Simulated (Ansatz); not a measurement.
All numbers were calculated with Ansatz.

CHClSe, SMILES `ClC=[Se]` at its PBE0-D4/def2-TZVP geometry, where that method's forces vanish. Charge 0, multiplicity 1.

| atom | x (Å) | y (Å) | z (Å) |
| --- | --- | --- | --- |
| Cl1 | -0.533 | -0.924 | 1.243 |
| C2 | 0.055 | 0.106 | 0.015 |
| Se3 | -0.029 | -0.179 | -1.700 |
| H4 | 0.507 | 0.997 | 0.441 |

(1) For each bond, give half the difference of the two atoms' forces along it (eV/Å; positive pushes the atoms apart) under PBE-D4, r2SCAN-D4, B3LYP-D4, ωB97M-V in def2-TZVPP. (Best estimate.)

Answers

(1) The calculation gave: 
| bond | length (Å) | PBE-D4 | r2SCAN-D4 | B3LYP-D4 | ωB97M-V |
| --- | --- | --- | --- | --- | --- |
| Cl1–C2 | 1.708 | 0.24 | 0.21 | 0.29 | 0.22 |
| C2–Se3 | 1.740 | 0.43 | 0.14 | 0.28 | -0.16 |
| C2–H4 | 1.086 | 0.00 | -0.11 | -0.25 | -0.12 |

B3LYP here is the variant with VWN-RPA as its local correlation; programs differ in this.
